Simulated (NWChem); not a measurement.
Molecule: ZrCl$_{3}$F; SMILES [F][Zr]([Cl])([Cl])[Cl]

Program: NWChem. Geometry: optimised at PBE0/def2-SVP. def2 effective core potentials on Zr; no spin-orbit coupling.

**Question.** Estimate the computed values for TPSS/def2-SVP. Quantities: highest occupied level (eV); orbital gap (eV); dipole (D).

**Answer.** 
```json
{
 "highest occupied level (eV)": "-8.42",
 "orbital gap (eV)": "5.29",
 "dipole (D)": "0.15"
}
```
